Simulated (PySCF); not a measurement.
Species: C5H13B2N.
SMILES with atom numbers: `[BH2:1][CH2:2][BH:3][N:4]1[CH2:5][CH2:6][CH2:7][CH2:8]1` (hydrogens: H9, H10 on B1; H11, H12 on C2; H13 on B3; H14, H15 on C5; H16, H17 on C6; H18, H19 on C7; H20, H21 on C8)

A linear-response calculation (PySCF, def2-SVPD basis, gas phase, vertical, core orbitals frozen in the response) gave these numbers; the functional is withheld.

Orbital energies (eV): HOMO-3 -10.93, HOMO-2 -10.11, HOMO-1 -9.79, HOMO -8.47, LUMO -0.16, LUMO+1 1.12, LUMO+2 1.43.

```json
{"state": "S1", "E (eV)": "5.34", "f": "0.126", "main configurations (H = HOMO, L = LUMO)": "H→L (82%), H-1→L (11%)"}
{"state": "S2", "E (eV)": "5.77", "f": "0.0010", "main configurations (H = HOMO, L = LUMO)": "H-2→L (84%), H-1→L (8%)"}
{"state": "S3", "E (eV)": "6.00", "f": "0.021", "main configurations (H = HOMO, L = LUMO)": "H-1→L (71%), H→L (14%), H-2→L (9%)"}
{"state": "S4", "E (eV)": "6.69", "f": "0.021", "main configurations (H = HOMO, L = LUMO)": "H→L+1 (86%)"}
{"state": "S5", "E (eV)": "6.89", "f": "0.022", "main configurations (H = HOMO, L = LUMO)": "H-4→L (70%)"}
{"state": "S6", "E (eV)": "7.32", "f": "0.010", "main configurations (H = HOMO, L = LUMO)": "H→L+2 (70%)"}
```

Triplets (Tamm–Dancoff): T1 4.41 eV, H→L (84%); T2 5.17 eV, H-1→L (45%), H-2→L (39%); T3 5.21 eV, H-2→L (50%), H-1→L (35%); T4 6.31 eV, H-4→L (43%), H→L+1 (15%), H-1→L (9%).

Vertical ionisation energy by ΔSCF with the same functional: 9.02 eV. Mean static polarisability: 94.5 au.

Task: Name the functional.
A. PBE
B. HF
C. PBE0
D. CAM-B3LYP

Result: D. CAM-B3LYP is range-separated, 19% exact exchange at short range and 65% at long range (ω = 0.33 bohr⁻¹). In this run −ε(HOMO) = 8.47 eV differs from the ΔSCF value by -0.55 eV, and S1 differs from the orbital gap of 8.31 eV by -2.97 eV. The ratio −ε(HOMO)/IP is 0.94. Usual ranges for neutral molecules in this basis: 0.85 to 0.93 with CAM-B3LYP, 0.5 to 0.7 with PBE, 0.7 to 0.83 with PBE0; Hartree–Fock can't fall below 1, since the ion's relaxation only lowers the ΔSCF value. The other options: PBE, a GGA without exact exchange; HF, time-dependent Hartree–Fock, 100% exact exchange; PBE0, a global hybrid with 25% exact exchange.

Method: PySCF 2.14.0, density-fitted response routines, TDDFT CAM-B3LYP/def2-SVPD, vertical, gas phase, core orbitals frozen in the response. The structure is a single PBE0-D3(BJ)/def2-SVP conformer in the gas phase; no vibrational or solvent corrections.
